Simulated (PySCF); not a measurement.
Molfile (atoms numbered from 1):
```
C5H16BNOSi
     RDKit          3D

 25 25  0  0  0  0  0  0  0  0999 V2000
   -0.6736   -0.8489    1.4968 C   0  0  0  0  0  0  0  0  0  0  0  0
   -0.8607   -0.3768    0.1138 N   0  0  0  0  0  0  0  0  0  0  0  0
   -1.3630   -1.4749   -0.7189 C   0  0  0  0  0  0  0  0  0  0  0  0
   -1.8364    0.9560    0.0864 B   0  0  0  0  0  0  0  0  0  0  0  0
   -0.7707    2.1089    0.5447 C   0  0  0  0  0  0  0  0  0  0  0  0
    0.6253    1.5104    0.2814 C   0  0  0  0  0  0  0  0  0  0  0  0
    0.3942    0.1924   -0.4439 C   0  0  1  0  0  0  0  0  0  0  0  0
    1.4146   -0.7517   -0.3446 O   0  0  0  0  0  0  0  0  0  0  0  0
    2.9623   -0.5604   -0.9528 Si  0  0  0  0  0  4  0  0  0  0  0  0
   -1.6256   -1.2633    1.8478 H   0  0  0  0  0  0  0  0  0  0  0  0
   -0.4083   -0.0057    2.1438 H   0  0  0  0  0  0  0  0  0  0  0  0
    0.1167   -1.6119    1.5361 H   0  0  0  0  0  0  0  0  0  0  0  0
   -1.5004   -1.1088   -1.7436 H   0  0  0  0  0  0  0  0  0  0  0  0
   -2.3372   -1.7966   -0.3298 H   0  0  0  0  0  0  0  0  0  0  0  0
   -0.6547   -2.3167   -0.7097 H   0  0  0  0  0  0  0  0  0  0  0  0
   -2.1801    1.0572   -1.0898 H   0  0  0  0  0  0  0  0  0  0  0  0
   -2.7848    0.7213    0.8250 H   0  0  0  0  0  0  0  0  0  0  0  0
   -0.8623    2.3973    1.6040 H   0  0  0  0  0  0  0  0  0  0  0  0
   -0.9203    3.0317   -0.0348 H   0  0  0  0  0  0  0  0  0  0  0  0
    1.1816    1.3018    1.2105 H   0  0  0  0  0  0  0  0  0  0  0  0
    1.2810    2.1519   -0.3291 H   0  0  0  0  0  0  0  0  0  0  0  0
    0.1584    0.3900   -1.5053 H   0  0  0  0  0  0  0  0  0  0  0  0
    2.8888   -0.1169   -2.3790 H   0  0  0  0  0  0  0  0  0  0  0  0
    3.7377    0.4466   -0.1697 H   0  0  0  0  0  0  0  0  0  0  0  0
    3.6052   -1.8967   -0.8465 H   0  0  0  0  0  0  0  0  0  0  0  0
  1  2  1  0
  2  3  1  0
  2  4  1  0
  4  5  1  0
  5  6  1  0
  6  7  1  0
  7  8  1  0
  8  9  1  0
  7  2  1  0
  1 10  1  0
  1 11  1  0
  1 12  1  0
  3 13  1  0
  3 14  1  0
  3 15  1  0
  4 16  1  0
  4 17  1  0
  5 18  1  0
  5 19  1  0
  6 20  1  0
  6 21  1  0
  7 22  1  6
  9 23  1  0
  9 24  1  0
  9 25  1  0
M  CHG  2   2   1   4  -1
M  END
```

Geometry: PBE0-D3(BJ)/def2-SVP; GIAO absolute shieldings from PySCF, gas phase, non-relativistic, averaged over equivalent atoms.

At WP04/pcSseg-1 (240 basis functions, 60 s wall time on 1 thread of an Arm Neoverse V2, shared host):
```csv
atoms,σ (ppm)
C7,73.0
C3,123.7
C1,131.8
C6,138.0
C5,163.8
N2,164.5
B4,101.1
O8,276.5
Si9,379.6
H22,27.38
H23/H24/H25,27.51
H13/H14/H15,29.17
H10/H11/H12,29.31
H17,29.66
H21,29.70
H16,29.82
H20,30.08
H18,30.88
H19,30.95
```

**Question.** Predict the values at PBE0/pcSseg-1 on the same geometry.

**Answer.** 
| atoms | σ at PBE0/pcSseg-1 | change |
| --- | --- | --- |
| C7 | 87.7 | +14.7 |
| C3 | 135.9 | +12.2 |
| C1 | 145.7 | +13.9 |
| C6 | 152.2 | +14.2 |
| C5 | 179.9 | +16.1 |
| N2 | 183.7 | +19.2 |
| B4 | 109.1 | +8.0 |
| O8 | 289.5 | +13.0 |
| Si9 | 384.2 | +4.6 |
| H22 | 27.06 | -0.32 |
| H23/H24/H25 | 26.44 | -1.07 |
| H13/H14/H15 | 28.86 | -0.31 |
| H10/H11/H12 | 29.05 | -0.26 |
| H17 | 28.85 | -0.81 |
| H21 | 29.26 | -0.44 |
| H16 | 28.99 | -0.83 |
| H20 | 29.78 | -0.30 |
| H18 | 30.49 | -0.39 |
| H19 | 30.55 | -0.40 |

The largest change is at N2 (donor nitrogen of a Lewis adduct). Cost: 240 basis functions, 64 s wall time on 1 thread of an Arm Neoverse V2, shared host. The order of the carbon signals is the same at both levels.

A carbon bonded to boron is broadened by the quadrupolar boron nucleus and is often missing from a measured spectrum.
